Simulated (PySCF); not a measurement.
ClRb, charge +1, doublet, at a GFN2-xTB geometry (such geometries of metal compounds can be far from the true shape) (a state made from the parent by changing its charge; the spin is typed, not shown lowest) (core potentials on Rb), with bond 2-1 at 1.6 times its length. Base run: PySCF with BLYP/def2-SVP.

Here is a job for PySCF.
```python
from pyscf import gto, scf, dft

mol = gto.M(
    atom='''
Rb   -0.000000   -0.000000   -1.025900
Cl    0.000000    0.000000    4.188086
''',
    basis='def2-svp',
    ecp={'Rb': 'def2-svp'},
    charge=1,
    spin=1,
    verbose=4,
)

mf = dft.UKS(mol)
mf.xc = 'blyp'
mf.kernel()
```

The base run was repeated with changes; each row names its change, and settings that it needs were set with it.

```json
[
 {"change": "base", "ΔE vs base (µEh)": "0.0", "SCF cycles": "7", "<S^2>": "0.751", "outcome": "converged"},
 {"change": "conv_tol_grad = 1e-7", "ΔE vs base (µEh)": "-", "SCF cycles": "50", "<S^2>": "-", "outcome": "not converged"},
 {"change": "DIIS = EDIIS", "ΔE vs base (µEh)": "0.0", "SCF cycles": "28", "<S^2>": "0.751", "outcome": "converged"},
 {"change": "conv_tol_grad = 1e-3", "ΔE vs base (µEh)": "0.0", "SCF cycles": "7", "<S^2>": "0.751", "outcome": "converged"},
 {"change": "init_guess = sap", "ΔE vs base (µEh)": "-0.1", "SCF cycles": "39", "<S^2>": "0.751", "outcome": "converged"},
 {"change": "level_shift = 1.0 (with mf.max_cycle = 100)", "ΔE vs base (µEh)": "0.0", "SCF cycles": "41", "<S^2>": "0.751", "outcome": "converged"},
 {"change": "init_guess = atom", "ΔE vs base (µEh)": "-0.1", "SCF cycles": "7", "<S^2>": "0.751", "outcome": "converged"},
 {"change": "diis_space = 12", "ΔE vs base (µEh)": "0.0", "SCF cycles": "7", "<S^2>": "0.751", "outcome": "converged"},
 {"change": "init_guess = mod_huckel", "ΔE vs base (µEh)": "0.4", "SCF cycles": "6", "<S^2>": "0.751", "outcome": "converged"},
 {"change": "diis = off; damp = 0.3 (with mf.diis_start_cycle = 200; with mf.max_cycle = 150)", "ΔE vs base (µEh)": "0.0", "SCF cycles": "9", "<S^2>": "0.751", "outcome": "converged"},
 {"change": "solver = newton; init_guess = 1e", "ΔE vs base (µEh)": "0.4", "SCF cycles": "-", "<S^2>": "0.751", "outcome": "converged"},
 {"change": "diis = off (with mf.max_cycle = 100)", "ΔE vs base (µEh)": "0.0", "SCF cycles": "29", "<S^2>": "0.751", "outcome": "converged"},
 {"change": "level_shift = 0.1 (with mf.max_cycle = 100)", "ΔE vs base (µEh)": "0.3", "SCF cycles": "8", "<S^2>": "0.751", "outcome": "converged"}
]
```

Open shells are given as the SCF converged; they aren't shown to be the lowest states, and a large step between rows can be another state.
